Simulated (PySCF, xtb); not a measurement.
C5H4F2, SMILES F/C=C\C(=C=C)F.

GFN2-xTB (xtb) at its own geometry gives an orbital gap of 3.47 eV and a dipole moment of 1.14 D.

Coordinates come from a PBE0-D3(BJ)/def2-SVP optimisation. The structure was generated by enumeration; whether it is a known compound was not checked. The values are those of a single conformer.

Task: What does B3LYP/def2-TZVP in PySCF give? (Estimate from the structure and the level; the computed values follow.)

Result: gap 5.25 eV (levels -6.46 and -1.20 eV), dipole 1.25 D.
